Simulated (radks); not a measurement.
Charge is removed step by step from the 5p down level of neutral holmium, starting from [Kr] 4d10 4f11 5s2 5p(up 3, down 3) 6s2. Calculated with a radial shooting solver on a logarithmic mesh with Libxc functionals: scalar-relativistic Kohn-Sham, PBE, spin-polarised, spherical densities, finite nucleus; open shells are filled with parallel spins first (spin-orbit coupling, left out, can overturn this in heavy ions); Fermi nuclear charge, rms radius 5.2022 fm.

removed (e)  E - E(0) (eV)  eigenvalue (eV)  E minus straight line (eV)
0                    0.000          -25.393                       0.000
0.125                3.245          -26.607                      -0.565
0.25                 6.645          -27.858                      -0.976
0.375               10.203          -29.141                      -1.229
0.5                 13.923          -30.451                      -1.320
0.625               17.808          -31.787                      -1.245
0.75                21.862          -33.145                      -1.002
0.875               26.087          -34.525                      -0.588
1                   30.485          -35.924                       0.000

Removing the whole electron costs 30.485 eV by Delta-SCF, against 25.393 eV from minus the eigenvalue at the starting occupation. Slater's transition state (half an electron removed) gives 30.451 eV. Integrating minus the eigenvalue over the occupation (Janak's theorem) gives 30.519 eV. In this scalar-relativistic scheme the density is built from large components alone, so the theorem holds only approximately. The mean slope of the eigenvalue, de/dn, is 10.5 eV per electron.
